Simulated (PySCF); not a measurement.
Isomers of C4H12F2Si2, mass 154.045 u with the commonest isotopes. Method: PBE0/pcSseg-1 in PySCF (dipole) on a GFN2-xTB geometry, gas phase. One conformer each, none proved a minimum here; rigid rotors.

Question: Order these by out-of-plane moment Σ m c² = (Ia + Ib − Ic)/2, smallest first.
A. `[CH3:1][SiH2:2][CH2:3][C@H:4]([CH2:5][F:6])[SiH2:7][F:8]` with C1–Si2–C3–C4 172°, Si2–C3–C4–C5 -173°, C3–C4–C5–F6 -73°, C3–C4–Si7–F8 -81°
B. `[CH3:1][CH2:2][C@:3]([F:4])([CH2:5][SiH3:6])[SiH2:7][F:8]` with C1–C2–C3–F4 -178°, C2–C3–C5–Si6 159°, C2–C3–Si7–F8 92°
C. `[F:1][CH2:2][CH2:3][C:4]([SiH3:5])([SiH3:6])[CH2:7][F:8]` with F1–C2–C3–C4 71°, C2–C3–C4–Si5 -171°, C3–C4–C7–F8 63°

Answer: A (38.08 u·Å²), C (107.88 u·Å²), B (111.94 u·Å²).

Question: Order these by dipole moment, largest first.
A. `[CH3:1][SiH2:2][CH2:3][C@H:4]([CH2:5][F:6])[SiH2:7][F:8]` with C1–Si2–C3–C4 172°, Si2–C3–C4–C5 -173°, C3–C4–C5–F6 -73°, C3–C4–Si7–F8 -81°
B. `[CH3:1][CH2:2][C@:3]([F:4])([CH2:5][SiH3:6])[SiH2:7][F:8]` with C1–C2–C3–F4 -178°, C2–C3–C5–Si6 159°, C2–C3–Si7–F8 92°
C. `[F:1][CH2:2][CH2:3][C:4]([SiH3:5])([SiH3:6])[CH2:7][F:8]` with F1–C2–C3–C4 71°, C2–C3–C4–Si5 -171°, C3–C4–C7–F8 63°

Answer: A (1.95 D), B (1.41 D), C (0.71 D).

Question: Order these by rotational constant B, smallest first.
A. `[CH3:1][SiH2:2][CH2:3][C@H:4]([CH2:5][F:6])[SiH2:7][F:8]` with C1–Si2–C3–C4 172°, Si2–C3–C4–C5 -173°, C3–C4–C5–F6 -73°, C3–C4–Si7–F8 -81°
B. `[CH3:1][CH2:2][C@:3]([F:4])([CH2:5][SiH3:6])[SiH2:7][F:8]` with C1–C2–C3–F4 -178°, C2–C3–C5–Si6 159°, C2–C3–Si7–F8 92°
C. `[F:1][CH2:2][CH2:3][C:4]([SiH3:5])([SiH3:6])[CH2:7][F:8]` with F1–C2–C3–C4 71°, C2–C3–C4–Si5 -171°, C3–C4–C7–F8 63°

Answer: A (848.2 MHz), C (1016 MHz), B (1058 MHz).

```json
{"SMILES": "C[SiH2]C[C@H](CF)[SiH2]F", "point group": "C1", "Ia (u·Å²)": "310.05", "Ib (u·Å²)": "595.85", "Ic (u·Å²)": "829.74", "κ": "-0.53", "μa (D)": "0.21", "μb (D)": "1.63", "μc (D)": "1.04"}
{"SMILES": "FCCC([SiH3])([SiH3])CF", "point group": "C1", "Ia (u·Å²)": "308.52", "Ib (u·Å²)": "497.46", "Ic (u·Å²)": "590.22", "κ": "-0.59", "μa (D)": "0.28", "μb (D)": "0.65", "μc (D)": "0.02"}
{"SMILES": "CC[C@](F)(C[SiH3])[SiH2]F", "point group": "C1", "Ia (u·Å²)": "330.38", "Ib (u·Å²)": "477.50", "Ic (u·Å²)": "584.00", "κ": "-0.42", "μa (D)": "1.04", "μb (D)": "0.87", "μc (D)": "0.40"}
```
